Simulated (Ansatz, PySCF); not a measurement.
CH6MoN2O, SMILES [O]=[Mo]([NH2])([CH3])=[NH], multiplicity 1.

The structure is a stationary point at PBE-D3(BJ)/def2-SVP. The spin state was assumed, not searched. The structure was generated by enumeration; whether it is a known compound was not checked. The def2 effective core potentials stand for the cores of Mo; spin–orbit coupling is left out. One conformer was computed; it need not be the lowest.

Vertical ionisation energy (IE) and electron affinity (EA) in eV. Rows of orbital energies are one-electron estimates. Where ΔSCF, EOM or ADC give a negative EA the extra electron is unbound and the value depends on the basis.

```csv
level,IE,EA
"−ε(HOMO), −ε(LUMO), HF/def2-TZVP (PySCF)",10.96,-1.81
"−ε(HOMO), −ε(LUMO), PBE/def2-TZVP (PySCF)",6.48,2.60
"ΔSCF, CAM-B3LYP/def2-SVPD (Ansatz), final states of multiplicity 2 and 2",(withheld),(withheld)
"ΔSCF, PBE/def2-SVPD (Ansatz), final states of multiplicity 2 and 2",9.46,-0.17
```

### Question
Some entries are withheld; supply them. (An estimate is asked for; the answer gives what the named calculation found.)

### Answer

- ΔSCF, CAM-B3LYP/def2-SVPD (Ansatz, a first-principles code), final states of multiplicity 2 and 2, IE: 9.87
- ΔSCF, CAM-B3LYP/def2-SVPD (Ansatz), final states of multiplicity 2 and 2, EA: 0.39

### Question
What vertical singlet–triplet gap does ΔSCF give with CAM-B3LYP/def2-SVPD (Ansatz) and with PBE/def2-SVPD (Ansatz)? (An estimate is asked for; the answer gives what the named calculation found.)

### Answer
3.55 and 3.72 eV (triplet above singlet where positive).
